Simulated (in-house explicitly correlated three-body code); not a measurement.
Computed with an exponentially correlated three-body code. Model: two electrons around a point charge, non-relativistic, variational in 260 exponentially correlated functions (energies converged to about 1e-7 hartree, or 1e-8 relative for large Z).

For two electrons in a singlet the Kohn-Sham orbital is the square root of half the density, so the exact Kohn-Sham potential and energy parts follow from the density alone, and exchange is minus half the Hartree energy. The Kohn-Sham level equals minus the binding energy of the second electron.

Command:
```bash
python run_hyl.py task.json out
```
Settings (lengths in bohr, energies in hartree):
```
Z                      1.275
interaction_strength   1
functions              260
states_tried           13
```

Cost of the run: 41 s on 1 thread of Intel(R) Xeon(R) Platinum 8259CL CPU @ 2.50GHz (Skylake/Cascade Lake) (shared host).

**Those bound S and P states to n = 4 that converged, binding against the one-electron ion.**

Given: nuclear charge 1.275.

Computed: one-electron threshold -0.8128125 hartree.

```
term  energy (hartree)  binding (eV)  quantum defect
1 1S      -0.981108718        4.5796           0.526
2 3S      -0.831846474       0.51794         0.59054
2 1S       -0.82732521       0.39491         0.38585
2 3P      -0.822536113       0.26459        0.028014
2 1P                 ?             ?               ?
3 3S       -0.81928844       0.17622         0.58361
3 1S      -0.818309289       0.14958         0.37721
3 3P       -0.81710316       0.11675        0.031373
3 1P       -0.81702306       0.11458       0.0032688
4 3S      -0.816048559      0.088058         0.58171
4 3P                 ?             ?               ?
4 1P      -0.815179358      0.064405       0.0030235
```

(1) What belongs in the row 2 1P?

(2) What belongs in the row 4 3P?

**Converged states only, values per electron or pair.**

```json
{"term": "1 1S", "mean r (bohr)": "1.7214", "mean r squared (bohr²)": "4.2965", "mean inverse r (1/bohr)": "0.96322", "mean r12 (bohr)": "2.7132", "mean inverse r12 (1/bohr)": "0.49399", "mean cosine": "-0.094302", "mean p1 dot p2 (bohr⁻²)": "0.067504", "delta r1 (bohr⁻³)": "0.38776", "delta r12 (bohr⁻³)": "0.012532"}
{"term": "2 3S", "mean r (bohr)": "6.0844", "mean r squared (bohr²)": "73.843", "mean inverse r (1/bohr)": "0.69626", "mean r12 (bohr)": "11.088", "mean inverse r12 (1/bohr)": "0.11176", "mean cosine": "-0.013048", "mean p1 dot p2 (bohr⁻²)": "0.0011512", "delta r1 (bohr⁻³)": "0.33227", "delta r12 (bohr⁻³)": "-"}
{"term": "2 1S", "mean r (bohr)": "7.8112", "mean r squared (bohr²)": "123.86", "mean inverse r (1/bohr)": "0.6832", "mean r12 (bohr)": "14.514", "mean inverse r12 (1/bohr)": "0.087512", "mean cosine": "-0.0083697", "mean p1 dot p2 (bohr⁻²)": "0.0016079", "delta r1 (bohr⁻³)": "0.33162", "delta r12 (bohr⁻³)": "0.00031753"}
{"term": "2 3P", "mean r (bohr)": "?", "mean r squared (bohr²)": "?", "mean inverse r (1/bohr)": "?", "mean r12 (bohr)": "?", "mean inverse r12 (1/bohr)": "?", "mean cosine": "?", "mean p1 dot p2 (bohr⁻²)": "?", "delta r1 (bohr⁻³)": "?", "delta r12 (bohr⁻³)": "-"}
{"term": "2 1P", "mean r (bohr)": "9.6425", "mean r squared (bohr²)": "197.71", "mean inverse r (1/bohr)": "0.67195", "mean r12 (bohr)": "18.16", "mean inverse r12 (1/bohr)": "0.068865", "mean cosine": "-0.0052492", "mean p1 dot p2 (bohr⁻²)": "0.00086133", "delta r1 (bohr⁻³)": "0.32982", "delta r12 (bohr⁻³)": "3.5853e-06"}
{"term": "3 3S", "mean r (bohr)": "?", "mean r squared (bohr²)": "?", "mean inverse r (1/bohr)": "?", "mean r12 (bohr)": "?", "mean inverse r12 (1/bohr)": "?", "mean cosine": "?", "mean p1 dot p2 (bohr⁻²)": "?", "delta r1 (bohr⁻³)": "?", "delta r12 (bohr⁻³)": "-"}
{"term": "3 1S", "mean r (bohr)": "19.426", "mean r squared (bohr²)": "809.27", "mean inverse r (1/bohr)": "0.65582", "mean r12 (bohr)": "37.7", "mean inverse r12 (1/bohr)": "0.035725", "mean cosine": "-0.0020195", "mean p1 dot p2 (bohr⁻²)": "0.00037411", "delta r1 (bohr⁻³)": "0.3303", "delta r12 (bohr⁻³)": "7.507e-05"}
{"term": "3 3P", "mean r (bohr)": "22.766", "mean r squared (bohr²)": "1137", "mean inverse r (1/bohr)": "0.6533", "mean r12 (bohr)": "44.378", "mean inverse r12 (1/bohr)": "0.031711", "mean cosine": "-0.0021944", "mean p1 dot p2 (bohr⁻²)": "-0.00042419", "delta r1 (bohr⁻³)": "0.32974", "delta r12 (bohr⁻³)": "-"}
{"term": "3 1P", "mean r (bohr)": "23.267", "mean r squared (bohr²)": "1185.9", "mean inverse r (1/bohr)": "0.65279", "mean r12 (bohr)": "45.38", "mean inverse r12 (1/bohr)": "0.030556", "mean cosine": "-0.0015145", "mean p1 dot p2 (bohr⁻²)": "0.00029317", "delta r1 (bohr⁻³)": "0.32986", "delta r12 (bohr⁻³)": "1.2342e-06"}
{"term": "4 3S", "mean r (bohr)": "32.493", "mean r squared (bohr²)": "2299", "mean inverse r (1/bohr)": "0.64851", "mean r12 (bohr)": "63.824", "mean inverse r12 (1/bohr)": "0.021616", "mean cosine": "-0.00095355", "mean p1 dot p2 (bohr⁻²)": "8.1332e-05", "delta r1 (bohr⁻³)": "0.33005", "delta r12 (bohr⁻³)": "-"}
{"term": "4 3P", "mean r (bohr)": "41.708", "mean r squared (bohr²)": "3840.6", "mean inverse r (1/bohr)": "0.64632", "mean r12 (bohr)": "82.253", "mean inverse r12 (1/bohr)": "0.017676", "mean cosine": "-0.00089866", "mean p1 dot p2 (bohr⁻²)": "-0.00019069", "delta r1 (bohr⁻³)": "0.32982", "delta r12 (bohr⁻³)": "-"}
{"term": "4 1P", "mean r (bohr)": "42.345", "mean r squared (bohr²)": "3956", "mean inverse r (1/bohr)": "0.6461", "mean r12 (bohr)": "83.525", "mean inverse r12 (1/bohr)": "0.017183", "mean cosine": "-0.00063304", "mean p1 dot p2 (bohr⁻²)": "0.00012851", "delta r1 (bohr⁻³)": "0.32987", "delta r12 (bohr⁻³)": "5.5215e-07"}
```

(3) What belongs in the row 2 3P?

(4) What belongs in the row 3 3S?

**Electric-dipole lines between converged S and P states, rate of the upper state's decay.**

| s state | p state | p minus s (eV) | oscillator strength from s | rate (1/s) |
| --- | --- | --- | --- | --- |
| 1 1S | 2 1P | 4.3213 | 0.042925 | 1.1594e+07 |
| 1 1S | 3 1P | 4.465 | 0.013461 | 3.8815e+06 |
| 1 1S | 4 1P | 4.5152 | 0.0057602 | 1.6985e+06 |
| 2 1S | 2 1P | 0.13668 | 0.79401 | 214550 |
| 2 1S | 3 1P | 0.28034 | 0.0017187 | 1953.6 |
| 2 1S | 4 1P | 0.33051 | 0.0024252 | 3831.7 |
| 3 1S | 2 1P | ? | ? | ? |
| 3 1S | 3 1P | 0.035 | 1.264 | 22396 |
| 3 1S | 4 1P | 0.08517 | 0.00047345 | 49.675 |
| 2 3S | 2 3P | 0.25335 | 0.8745 | 811870 |
| 2 3S | 3 3P | 0.40119 | 0.023723 | 55226 |
| 2 3S | 4 3P | 0.45259 | 0.0044736 | 13254 |
| 3 3S | 2 3P | -0.088374 | -0.46536 | 157700 |
| 3 3S | 3 3P | 0.059464 | 1.3429 | 68684 |
| 3 3S | 4 3P | 0.11087 | 0.059329 | 10549 |
| 4 3S | 2 3P | -0.17654 | -0.026556 | 35912 |
| 4 3S | 3 3P | ? | ? | ? |
| 4 3S | 4 3P | 0.02271 | 1.7676 | 13186 |

(5) What belongs in the row 3 1S 2 1P?

(6) What belongs in the row 4 3S 3 3P?

**Exact Kohn-Sham parts of the ground state from its density.**

Computed: total energy -0.981108718 hartree; Kohn-Sham kinetic 0.9495 hartree; Hartree energy 1.1322 hartree; exchange energy -0.5661 hartree; kinetic part of the DFT correlation energy 0.031605 hartree; potential part of the DFT correlation energy -0.072114 hartree; exact minus restricted Hartree-Fock -0.040083 hartree; Kohn-Sham level -4.5796 eV.

(7) What is the restricted Hartree-Fock level?

(8) What is the DFT correlation energy?

Answers

(1) energy (hartree): -0.822302339; binding (eV): 0.25823; quantum defect: 0.0038725.

(2) energy (hartree): -0.81521397; binding (eV): 0.065347; quantum defect: 0.031932.

(3) mean r (bohr): 9.323; mean r squared (bohr²): 185.45; mean inverse r (1/bohr): 0.67347; mean r12 (bohr): 17.526; mean inverse r12 (1/bohr): 0.072279; mean cosine: -0.0073587; mean p1 dot p2 (bohr⁻²): -0.0012585; delta r1 (bohr⁻³): 0.3295.

(4) mean r (bohr): 16.558; mean r squared (bohr²): 585.47; mean inverse r (1/bohr): 0.65894; mean r12 (bohr): 31.971; mean inverse r12 (1/bohr): 0.041717; mean cosine: -0.0027057; mean p1 dot p2 (bohr⁻²): 0.00023449; delta r1 (bohr⁻³): 0.33037.

(5) p minus s (eV): -0.10866; oscillator strength from s: -0.35631; rate (1/s): 182540.

(6) p minus s (eV): -0.028697; oscillator strength from s: -0.90837; rate (1/s): 32460.

(7) -5.0434 eV.

(8) -0.040509 hartree.

The correlation energy of density-functional theory lies 0.43 millihartree below exact minus Hartree-Fock, because the Hartree-Fock density, unlike the exact one, minimises the Hartree-Fock energy.
